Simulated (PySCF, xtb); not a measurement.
C4H7FSi, SMILES C[Si@H]1C=C[C@H]1F.

xtb with GFN2-xTB at its own geometry gives an orbital gap of 4.06 eV and a dipole moment of 2.61 D.

Geometry optimised at B3LYP-D3(BJ)/def2-SVP. The structure was generated by enumeration; whether it is a known compound was not checked.

**Question.** What does CAM-B3LYP/def2-TZVP (PySCF) give? (The exact figures need the calculation; the answer reports its results.)

**Answer.** gap 9.69 eV (levels -9.07 and 0.62 eV), dipole 1.62 D.
